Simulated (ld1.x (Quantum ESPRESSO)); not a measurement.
What one change does to a pseudopotential (gallium (Ga), TM)

ld1.x (Quantum ESPRESSO) 7.5 input, shortened:

```
&input
   title='Ga', zed=31., rel=1, dft='PBE', iswitch=3,
   config='[Ar] 3d10 4s2 4p0.5 4d-2'
 /
 &inputp
   pseudotype=2, tm=.true., lloc=-1, rcloc=1.25,
   nlcc=.true., new_core_ps=.true., rcore=0.95
 /
3
4S  1  0   2.00   0.00  1.30  1.30  0.0
4P  2  1   0.50   0.00  1.70  1.70  0.0
4D  3  2  -2.00   0.35  1.70  1.70  0.0
 &test
   configts(1)='4s2 4p0.5'
 /
```

Change: local potential the d channel.

Cutoffs: the cutoffs (Ry, on a coarse ladder) from which the occupation-weighted sum of valence levels, in a spherical-Bessel basis at the reference potential, stays within 10 and 1 mRy of its value at 400 Ry; they do not see the model core or the augmentation charge, which bear on the density cutoff. Errors are all-electron minus pseudo energies relative to the spin-unpolarised reference configuration.

Problem. What does the change do?

Solution. The potential gets neither clearly harder nor softer (45 Ry and 140 Ry → 45 Ry and 140 Ry); the bound ghosts move from d, s to p, s; of the 7 tests that both files solve, the error grows in 0 and shrinks in 6 by more than 15 % and 0.3 meV (median size 17.6 → 15.4 meV); the range in which the s phases agree narrows (upper end at the end of the scan → 0.0); the range in which the p phases agree widens (upper end 0.5 → at the end of the scan). In the separable form a ghost depends on how the local part lies against the semilocal potential of the channel, so the choice of the local part can create or remove one.

```csv
quantity,base,changed
"cutoff, loose",45 Ry,45 Ry
"cutoff, tight",140 Ry,140 Ry
loose cutoff by channel (10 mRy a level),"s 40 Ry, p 6 Ry","s 40 Ry, p 25 Ry"
bound ghosts,"d, s","s, p"
"error for 4s2 4p1, meV [ΔE -2.03 eV]",-1.9,-1.3
"error for 4s2 4p0, meV [ΔE 3.66 eV]",-6.5,-4.4
"error for 4s1 4p0, meV [ΔE 24.79 eV]",-188,-146
"error for 4s1 4p2, meV [ΔE 4.51 eV]",-18,-15
"error for 4s0 4p3, meV [ΔE 11.34 eV]",-68,-74
"error for 4s2 4p1.3, meV [ΔE -2.56 eV]",-3.2,-2.3
"error for 4s1 4p1, meV [ΔE 11.03 eV]",-46,-39
s: phases at 1.84 bohr within 0.05 rad from the reference energy up to (Ry; the scan ends near 5),to the end of the scan,0.0
p: phases at 1.84 bohr within 0.05 rad from the reference energy up to (Ry; the scan ends near 5),0.5,to the end of the scan
d: phases at 1.84 bohr within 0.05 rad from the reference energy up to (Ry; the scan ends near 5),1.1,0.7
```

 A true bound ghost makes a file unfit for plane-wave use even where its test errors are small: the radial tests pick states by their node count and pass the ghost by.
